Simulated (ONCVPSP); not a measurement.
# u(r) = r·R(r): atom against pseudo-atom (P (Z = 15))

Columns: radius, all-electron u(r) and pseudo u(r) of the 3p shell (level -5.51 eV) of phosphorus in the configuration [Ne] 3s2 3p3; PBE, scalar-relativistic, ONCV scheme, ONCVPSP 4.0.1.

| r (bohr) | all-electron | pseudo |
| --- | --- | --- |
| 0.082 | -0.0999 | 0.0037 |
| 0.165 | -0.2266 | 0.0150 |
| 0.248 | -0.2901 | 0.0335 |
| 0.330 | -0.2893 | 0.0584 |
| 0.413 | -0.2413 | 0.0897 |
| 0.495 | -0.1653 | 0.1261 |
| 0.578 | -0.0732 | 0.1678 |
| 0.660 | 0.0230 | 0.2129 |
| 0.742 | 0.1183 | 0.2608 |
| 0.825 | 0.2096 | 0.3108 |
| 0.908 | 0.2934 | 0.3610 |
| 0.990 | 0.3676 | 0.4097 |
| 1.072 | 0.4331 | 0.4567 |
| 1.155 | 0.4906 | 0.5017 |
| 1.238 | 0.5396 | 0.5433 |
| 1.320 | 0.5798 | 0.5801 |
| 1.402 | 0.6122 | 0.6118 |
| 1.485 | 0.6379 | 0.6376 |
| 1.568 | 0.6568 | 0.6567 |
| 1.650 | 0.6696 | 0.6696 |
| 1.733 | 0.6773 | 0.6773 |
| 1.815 | 0.6803 | 0.6803 |
| 1.898 | 0.6794 | 0.6794 |
| 1.980 | 0.6750 | 0.6750 |
| 2.062 | 0.6677 | 0.6677 |
| 2.145 | 0.6579 | 0.6579 |

(1) How many radial nodes do the two functions have?

(2) At about which radius was the pseudo-wave matched?

(3) Where does each function peak?

(4) Is the pseudo-wave norm-conserving?

## Answers

(1) The all-electron 3p function has n − l − 1 = 1; the pseudo-wave has 0, since the states of the same l below it are removed with the core.

(2) 1.60 bohr. The columns agree to 0.0005 from 1.32 bohr on; several derivatives are matched, so the curves merge somewhat inside the radius.

(3) Outermost all-electron maximum near 1.81 bohr, pseudo maximum near 1.81 bohr (to the table’s step).

(4) Yes: the ONCV scheme keeps the norm inside the radius equal to the all-electron one, which fixes the energy derivative of the logarithmic derivative at the level.
